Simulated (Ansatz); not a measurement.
One change: `[SiH3][O][AlH][Br]` becomes `[AlH2][O][SiH3]`.

Ansatz, PBE0-D4/def2-TZVP geometries, multiplicity 1. Each molecule was computed in one conformer, which needn't be the lowest.

Scalar relativity is left out up to krypton.

| property | `[SiH3][O][AlH][Br]` |
| --- | --- |
| LUMO energy (PBE/def2-TZVPP) / eV | -1.85 |
| HOMO–LUMO gap (PBE0/def2-TZVPP) / eV | 7.55 |
| size of the dipole moment (PBE/def2-TZVPP) / D | 0.78 |
| HOMO energy (PBE0/def2-TZVPP) / eV | -8.63 |
| LUMO energy (B3LYP/def2-TZVPP) / eV | -1.28 |
| HOMO energy (B3LYP/def2-TZVPP) / eV | -8.35 |

**Question.** What does the change do to each property? (Best estimate.)

**Answer.** Computed: 
```json
{"property": "LUMO energy (PBE/def2-TZVPP) / eV", "`[AlH2][O][SiH3]`": "-1.97", "shift": "-0.12"}
{"property": "HOMO–LUMO gap (PBE0/def2-TZVPP) / eV", "`[AlH2][O][SiH3]`": "7.06", "shift": "-0.49"}
{"property": "size of the dipole moment (PBE/def2-TZVPP) / D", "`[AlH2][O][SiH3]`": "0.41", "shift": "-0.37"}
{"property": "HOMO energy (PBE0/def2-TZVPP) / eV", "`[AlH2][O][SiH3]`": "-8.24", "shift": "0.39"}
{"property": "LUMO energy (B3LYP/def2-TZVPP) / eV", "`[AlH2][O][SiH3]`": "-1.41", "shift": "-0.13"}
{"property": "HOMO energy (B3LYP/def2-TZVPP) / eV", "`[AlH2][O][SiH3]`": "-8.05", "shift": "0.30"}
```

With PBE0 the HOMO rises by 0.39 eV and the LUMO falls by 0.10 eV, so the gap narrows by about 0.49 eV. PBE moves the HOMO by 0.43 eV and ωB97M-V by 0.38 eV. Dipoles are sizes alone; their direction can turn.

B3LYP here is the variant with VWN-RPA as its local correlation; programs differ in this.

Spin–orbit coupling is left out; it splits and shifts lone-pair levels of the heavy atoms by tenths of an eV.
